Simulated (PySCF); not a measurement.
A geometry optimisation on `C(C)(=O)[SiH2]C`.

Method: PBE0-D3(BJ)/def2-SVP geometry optimisation, gas phase (PySCF 2.14.0). Start geometry: GFN2-xTB. The command runs a driver script over a list of jobs; the input below is this job's line of settings and its coordinates in Å.

Command:
```bash
OMP_NUM_THREADS=1 python probes_run.py task.json out
```

Input:
```
{"job": {"xc": "PBE0", "basis": "def2-SVP", "d3": "d3bj", "grid": 1, "shake": 0.01, "kind": "geom"}, "charge": 0, "multiplicity": 1}
C     -2.208500    -0.037880    -0.208760
Si    -0.590690     0.137440     0.705650
C      0.813620    -0.388050    -0.499660
C      2.259630     0.084930    -0.162270
O      0.602260    -1.084650    -1.467800
H     -2.303430     0.716160    -1.023870
H     -3.063690     0.147760     0.451520
H     -2.316260    -0.995860    -0.657170
H     -0.315020     1.520770     1.168340
H     -0.514640    -0.758640     1.876300
H      2.950910    -0.341870    -0.834140
H      2.256000     1.169860    -0.214060
H      2.435630    -0.186850     0.855610
```

Output:
```
step   0  E = -483.26162100  max force = 0.053475
step   1  E = -483.26735764  max force = 0.006791
step   2  E = -483.26764184  max force = 0.001330
step   3  E = -483.26767124  max force = 0.000593
step   4  E = -483.26768119  max force = 0.000513
step   5  E = -483.26769144  max force = 0.000441
optimisation converged
```

Energies in Eh; «max force» is the largest Cartesian gradient component in Eh/bohr.

Problem. How much energy does the optimisation release, in kcal/mol?

Solution. E(step 0) − E(last step) = 0.006070 Eh, which is 3.8 kcal/mol.

Problem. Give the first gradient maximum in eV/Å.

Solution. With 1 Eh/bohr = 51.422 eV/Å, 2.750 eV/Å.

In short: final energy -483.26769 Eh after 5 steps; dipole 1.78 D.

Problem. Give the final coordinates.

Solution. 0.106 Å rms from the input after alignment:
```
atom  x, y, z in Å
C1    -2.2175    0.0511   -0.2649
Si2   -0.6255    0.1902    0.7047
C3     0.8219   -0.3140   -0.4905
C4     2.2537   -0.0535   -0.1012
O5     0.5314   -0.8483   -1.5390
H6    -2.2358    0.7989   -1.0718
H7    -3.1025    0.1996    0.3713
H8    -2.2700   -0.9444   -0.7299
H9    -0.3855    1.5703    1.2364
H10   -0.5900   -0.7500    1.8711
H11    2.9348   -0.5405   -0.8133
H12    2.4375    1.0341   -0.1004
H13    2.4499   -0.4088    0.9234
```

Problem. How long does this job take on one thread of an Arm Neoverse V1, no GPU, shared host with 32 logical CPUs at a one-minute load of 35? And the peak memory of the process?

Solution. About 29 s, with 0.47 GiB resident at the peak, the Python interpreter and its libraries included.
Labels such as C1 count atoms from 1, the log's own numbers from 0.
